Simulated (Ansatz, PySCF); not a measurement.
Molecule: sum formula SnO$_{2}$H$_{2}$ (charge -1, doublet). 
Structure (B3LYP-D3(BJ)/def2-TZVP (Ansatz, a first-principles code) minimum search):
```xyz
5

Sn    -0.0462    -0.0162     0.4005
O      0.6889    -1.3561    -1.0490
H      1.4091    -0.9025    -1.4999
O     -0.4831     1.4507    -1.0388
H     -0.7458     0.9555    -1.8234
```
Charge -1, spin multiplicity 2.

Total electronic energies in hartree. Cores are frozen in the correlated levels unless marked. Open shells are spin-unrestricted. No spin-orbit coupling. The frozen core is the preceding noble-gas configuration, with the filled d and f shells of earlier blocks. In def2 rows, elements after Kr have scalar-relativistic effective core potentials. Basis-set limits of correlation are two-point, X^-3; Hartree-Fock from the larger set. [CCSD(T)-MP2]/basis is that difference in the basis named.

```tsv
level	program	energy (Eh)
BLYP-D3(BJ)/def2-TZVPD	Ansatz + dftd3	-366.04427
BP86-D4/def2-TZVPD	PySCF + dftd4	-366.23794
r2SCAN-D4/def2-TZVPD	Ansatz + dftd4	-366.11180
PBE0-D4/def2-TZVP	Ansatz + dftd4	-365.93814
CAM-B3LYP-D3(BJ)/def2-TZVPD	Ansatz + dftd3	-366.04446
LC-wPBE-D4/def2-TZVPD	Ansatz + dftd4	-366.04663
RPA@PBE/def2-TZVPP	Ansatz	-365.23291
RI-MP2/def2-TZVPP	Ansatz	-364.95191
RI-MP2/CBS(def2-TZVPPD,def2-QZVPPD)+[CCSD(T)-MP2]/def2-TZVPPD	Ansatz	-365.0831
```

Totals of different functionals don't rank their quality; only differences between species are comparable.
